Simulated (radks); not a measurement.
Question: The mean radii <r> (bohr) of the occupied orbitals of an atom or ion are listed with their occupations. All-electron calculation, scalar-relativistic Kohn-Sham, r2SCAN, spin-polarised, spherical densities, finite nucleus; meta-GGA in the generalised Kohn-Sham scheme; Fermi nuclear charge, rms radius of each element as measured or else 0.836 A^(1/3) + 0.57 fm. Program: a radial shooting solver on a logarithmic mesh with Libxc functionals.

| orbital | occ. | <r> |
|---|---|---|
| 1s down | 1 | 0.01804 |
| 1s up | 1 | 0.01804 |
| 2s up | 1 | 0.07620 |
| 2s down | 1 | 0.07620 |
| 2p up | 3 | 0.06834 |
| 2p down | 3 | 0.06834 |
| 3s up | 1 | 0.1972 |
| 3s down | 1 | 0.1971 |
| 3p up | 3 | 0.1977 |
| 3p down | 3 | 0.1976 |
| 3d up | 5 | 0.1792 |
| 3d down | 5 | 0.1791 |
| 4s up | 1 | 0.4377 |
| 4s down | 1 | 0.4380 |
| 4p up | 3 | 0.4635 |
| 4p down | 3 | 0.4638 |
| 4d up | 5 | 0.4892 |
| 4d down | 5 | 0.4897 |
| 5s up | 1 | 0.9159 |
| 5s down | 1 | 0.9186 |
| 4f up | 7 | 0.5217 |
| 4f down | 5 | 0.5236 |

Name the element and its charge. Open shells, if any, are filled with parallel spins first.

Answer: Z = 75, rhenium, charge +15: Re15+ in [Kr] 4d10 4f12 5s2. The 1s radius gives Z: for a bare nucleus <r> = (2 gamma + 1)/(2Z) with gamma = sqrt(1 - (Z/c)^2), 0.01783 bohr for Z = 75, and screening makes it slightly larger (0.01804 here). The occupations add up to 60, and the charge is Z minus that.
